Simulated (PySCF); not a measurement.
Radial density of W (tungsten, neutral)

UHF, [Xe] 4f14 5d4 6s1 6p1, one real determinant (an excited configuration). Computed with PySCF 2.14 in aug-cc-pwCVTZ-PP with ECP60MDF (8s8p7d4f3g, 122 functions), with a scalar-relativistic core potential. This is the valence pseudo-density: the core potential removes the inner electrons and smooths the orbitals near the nucleus.

```json
{"r (bohr)": "0.241", "4πr²ρ (e/bohr)": "0.0002808", "4πr²(ρα − ρβ)": "0.0000"}
{"r (bohr)": "0.405", "4πr²ρ (e/bohr)": "0.05402", "4πr²(ρα − ρβ)": "0.0029"}
{"r (bohr)": "0.680", "4πr²ρ (e/bohr)": "3.611", "4πr²(ρα − ρβ)": "0.2076"}
{"r (bohr)": "1.14", "4πr²ρ (e/bohr)": "10.66", "4πr²(ρα − ρβ)": "1.8747"}
{"r (bohr)": "1.93", "4πr²ρ (e/bohr)": "3.804", "4πr²(ρα − ρβ)": "2.3012"}
{"r (bohr)": "3.24", "4πr²ρ (e/bohr)": "1.109", "4πr²(ρα − ρβ)": "1.0903"}
{"r (bohr)": "5.45", "4πr²ρ (e/bohr)": "0.2216", "4πr²(ρα − ρβ)": "0.2216"}
{"r (bohr)": "9.16", "4πr²ρ (e/bohr)": "0.009716", "4πr²(ρα − ρβ)": "0.0097"}
{"r (bohr)": "15.4", "4πr²ρ (e/bohr)": "1.780e-05", "4πr²(ρα − ρβ)": "0.0000"}
```

⟨L²⟩ = 7.95 against 12 for a pure F term, so this real determinant mixes terms. Energies and moments cover only the electrons outside the core potential. Spin-orbit coupling, absent here, splits the open shell strongly.
